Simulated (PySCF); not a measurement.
**Ionisation energy of Hf(48+) by level of theory**

Hf(48+) [Ar] 3d6 (5D) → Hf(49+) [Ar] 3d5 (6S), as a difference of total energies. All numbers are calculated (PySCF 2.14, the spin-free X2C one-electron Hamiltonian (Gaussian nucleus), in an uncontracted even-tempered set (17 s from 11 bohr⁻², ratio 2.5; 13 p from 14 bohr⁻², ratio 2.5; 7 d from 14 bohr⁻², ratio 2.5; 4 f from 55 bohr⁻², ratio 2.7; 3 g from 82 bohr⁻², ratio 2.7)). Correlated levels: outer shells: [Ne] frozen; virtual orbitals above 40 to 60 times the deepest correlated orbital energy dropped. The calculations carry no spin-orbit coupling.

| method | ionisation energy (eV) |
| --- | --- |
| UHF | 4253.8 |
| LDA | 4255.6 |
| PBE | 4257.0 |
| PBE0 | 4256.8 |
| r2SCAN | 4257.3 |
| BHandHLYP | 4256.5 |
| M06-2X | 4257.6 |
| MP2 (outer shells) | 4255.1 |
| SCS-MP2 (outer shells) | 4255.3 |

Spin-orbit coupling is strong in these open shells (close to jj coupling). The scalar numbers leave it out and a first-order estimate fails, so it can dominate the gap to the real levels.

Breit and QED terms and the two-electron picture change are absent.

For comparison: 4246 ± 4 eV (theoretical estimate listed by NIST; NIST Atomic Spectra Database, ionization energies).
